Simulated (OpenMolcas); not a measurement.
A calculation on Be⁺.

```
Program             : OpenMolcas 26.06
Method              : XMS-CASPT2, IPEA 0.25 Eh, imaginary shift 0.1 Eh (closed shells correlated: 1s)
Basis               : ANO-RCC-VTZP [4s3p2d1f]
Scalar Hamiltonian  : DKH2, point nucleus
Active space        : 1 electron in 4 orbitals (2s 2p)
State averaging     : 2S+1 = 2 even, 1 root; 2S+1 = 2 odd, 3 roots
Spin-orbit coupling : state interaction with AMFI integrals over the reference wave functions, term energies averaged over their components
```

(1) Which level of the active space comes out lowest?

(2) How high does 2p ²P°_3/2 lie?

(3) How high does 2p ²P°_1/2 lie?

Measured values: NIST Handbook of Basic Atomic Spectroscopic Data.

Results:

(1) 2s ²S_1/2, with 100 % of that term; it is also the measured ground level.

(2) 32760 cm⁻¹ above the lowest level; measured 31935 cm⁻¹ above the ground level, so the calculation is off by +3 %.

(3) 32755 cm⁻¹ above the lowest level; measured 31929 cm⁻¹ above the ground level, so the calculation is off by +3 %.

ANO sets are built for ground and valence states and can reach diffuse excited orbitals poorly. With one active electron, CASPT2 adds the correlation within the correlated inactive shells and between them and that electron, and leaves the splitting within a term as the reference gives it. Computed and measured levels are paired by configuration, term and J; levels that our copy of the source lacks, or whose pairing is in doubt (as where it misses far off the trend of its configuration), stay unpaired and out of the deviations. Only configurations of the active space appear.

° marks odd parity.
